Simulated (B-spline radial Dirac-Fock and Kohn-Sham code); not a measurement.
Elastic scattering of 50 eV electrons by atomic holmium

Model: relativistic (Dirac) partial waves in the static field of the Dirac-Fock atom with Furness-McCarthy exchange, without polarisation or absorption potentials. Program: a radial B-spline solver. Below a few hundred eV the neglected polarisation potential matters, most of all at small angles.

Input of the calculation (task.json; shells as n, l, electrons):

```json
{"items": [{
  "Z": 67,
  "q": 0,
  "cfg": [[1, 0, 2], [2, 0, 2], [2, 1, 6], [3, 0, 2], [3, 1, 6], [3, 2, 10], [4, 0, 2], [4, 1, 6], [4, 2, 10], [4, 3, 11], [5, 0, 2], [5, 1, 6], [6, 0, 2]],
  "A": 165,
  "rrms": 5.2022,
  "do": "elastic",
  "energies": [[50, 0]],
  "theta": [0, 1, 2, 3, 5, 7, 10, 15, 20, 25, 30, 40, 50, 60, 70, 80, 90, 100, 110, 120, 130, 140, 150, 160, 170, 180]
}]}
```

Launch: `python xray2_run.py task.json out`

```
θ (°)  dσ/dΩ (Å²/sr)  Sherman function
    0           41.7             0.000
    1           41.5             0.000
    2           40.9             0.001
    3           40.0             0.001
    5           37.2             0.002
    7           33.5             0.002
   10           27.1             0.004
   15           16.9             0.008
   20           9.92             0.016
   25           5.92             0.028
   30           3.76             0.041
   40           1.70             0.065
   50          0.652             0.087
   60          0.141             0.073
   70         0.0417            -0.587
   80          0.168            -0.275
   90          0.312            -0.174
  100          0.354            -0.141
  110          0.289            -0.126
  120          0.172            -0.117
  130         0.0600            -0.118
  140        0.00217            -0.148
  150         0.0305             0.028
  160          0.137            -0.002
  170          0.259            -0.003
  180          0.313             0.000
```

The total elastic cross section is 15.1 Å², the first transport cross section 3.06 Å² and the second, weighted with (3/2) sin²θ, 5.06 Å². The mean deflection is ⟨1 − cos θ⟩ = 0.203, and 7.9 % of the collisions scatter beyond 90°.

On this grid of angles the cross section has minima near 70°, 140°, from interference among the few low partial waves with large phase shifts.
